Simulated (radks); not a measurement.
Species: Zn15+. Configuration: [Ne] 3s2 3p3 (the NIST ground configuration).

All-electron calculation, scalar-relativistic Kohn-Sham, PBEsol, spin-unpolarised, spherical densities, point nucleus. Program: a radial shooting solver on a logarithmic mesh with Libxc functionals.

Energy parts (eV):
part                       energy
total                  -45804.430
kinetic                 46595.823
electron-nucleus      -101916.503
Hartree                 10976.094
exchange-correlation    -1459.844

Orbitals (lengths in bohr, moments of r in powers of bohr; r(max) is where P^2 peaks):
orbital,occ.,eigenvalue (eV),<r>,r(max)
1s,2,-10047.41,0.05034,0.03293
2s,2,-1677.785,0.2244,0.1888
2p,6,-1526.792,0.1964,0.1516
3s,2,-561.5958,0.5841,0.5417
3p,3,-514.4002,0.5771,0.5299

The highest occupied level is 3p at -514.40 eV. For comparison, the ionisation energy in NIST's Atomic Spectra Database is 540 eV (semi-empirical). In exact Kohn-Sham theory the highest level is minus the ionisation energy, but local and semilocal functionals leave it too shallow, through self-interaction and a potential that decays too fast; potentials with the right tail come closer. Summed over all electrons, <r^2> = 2.334 bohr^2, which gives a Langevin (diamagnetic) susceptibility term of -1.85 x 10^-6 cm^3/mol. The density falls to 0.001 e/bohr^3 at r = 1.47 bohr.

Beside tabulated values, note that spin-unpolarised runs miss the spin-polarisation part of the exchange energy of open shells.
